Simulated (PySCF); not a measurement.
## How methods differ on the excitation energy of Sn

Sn [Kr] 4d10 5s2 5p2 (3P) → Sn [Kr] 4d10 5s2 5p1 5d1 (high-spin determinant), as a difference of total energies. Calculation: PySCF 2.14, in aug-cc-pVTZ-DK3 (8s7p5d2f, 68 functions); scalar relativity by spin-free X2C-1e. Correlated levels: valence: [Kr] 4d10 frozen. The calculations carry no spin-orbit coupling.

```tsv
method	excitation energy (eV)
UHF	5.707
MP2 (valence)	5.749
SCS-MP2 (valence)	5.735
CCSD (valence)	5.518
CCSD(T) (valence)	5.387
```

Problem. How much does correlation contribute at CCSD(T) (valence)?

Solution. 5.387 − (5.707) = -0.320 eV, measured against UHF.

A first-order spin-orbit estimate (lowest level to lowest level, LS coupling) adds 0.048 eV.

The promoted electron is Rydberg-like, and one or two diffuse shells describe it only roughly, which tends to raise the upper state.

The coupled-cluster amplitudes are large for the upper state (T1 above 0.03 or a double amplitude above 0.15), so a single reference is strained.

The determinant of the upper state mixes LS terms, which raises its energy above the lowest term, most at the Hartree-Fock and MP2 levels.
